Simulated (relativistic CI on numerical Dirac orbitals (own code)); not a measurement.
**How well does a small relativistic CI reproduce Ag2+?**

Calculated at this level of theory: Dirac-Coulomb-Breit CI, separate exchange-only KLI orbitals for each configuration, model QED (radiative potential, 1s self-energy scaled to tabulated hydrogen-like ionisation energies), valence Slater integrals scaled by 0.85, P86 correlation energy added to each configuration (own radial code, finite nucleus).

Configuration list (outside the closed core [Kr]): 4d9, 4d8 5s, 4d8 5p, 4d8 4f, 4d7 5s2, 4d8 5d, 4d8 6s, 4d8 6p, 4d7 4f2, 4d7 5s 5p, 4d8 7s, 4d8 6d, 4d8 7p, 4d8 5f, 4d8 5g, 4d8 7d, 4d8 6f, 4d7 5p2, 4d7 5s 6s. Levels of other configurations are missing.

```csv
Configuration,Term (tabulated),J,Measured (cm⁻¹),Computed,Error,Purity (%)
4d9,2D,5/2,0.0,0,0,99
4d9,2D,3/2,4607.0,4369,-238,99
4d8 5s,4F,9/2,63250.0,66302,3052,99
4d8 5s,4F,7/2,65764.0,68762,2998,91
4d8 5s,4F,5/2,68145.0,71038,2893,96
4d8 5s,4F,3/2,69351.0,72258,2907,92
4d8 5s,2F,7/2,71691.0,74909,3218,90
4d8 5s,2F,5/2,73934.0,77550,3616,59
4d8 5s,4P,5/2,76406.0,80297,3891,61
4d8 5s,2D,5/2,82231.0,85744,3513,66
4d8 5s,2G,9/2,85599.0,89045,3446,99
4d8 5s,2G,7/2,85727.0,89169,3442,98
```

Measured levels from Moore, Atomic Energy Levels, vol. III, NSRDS-NBS 35 (1971 reprint of NBS Circular 467, 1958); pairs were made by configuration, J and term (by order where the table uses no LS term), so strongly mixed levels may be paired wrongly. The analysis dates from before 1960.

Mean error by configuration (cm⁻¹): 4d9 -238; 4d8 5s 3298. Over the excited levels the mean absolute error is 3020 cm⁻¹ (11 of the 13 excited levels that our extract of the source holds in range could be paired, and the others can miss by more), and the median relative error of those above 1,000 cm⁻¹ is 4.5 %.
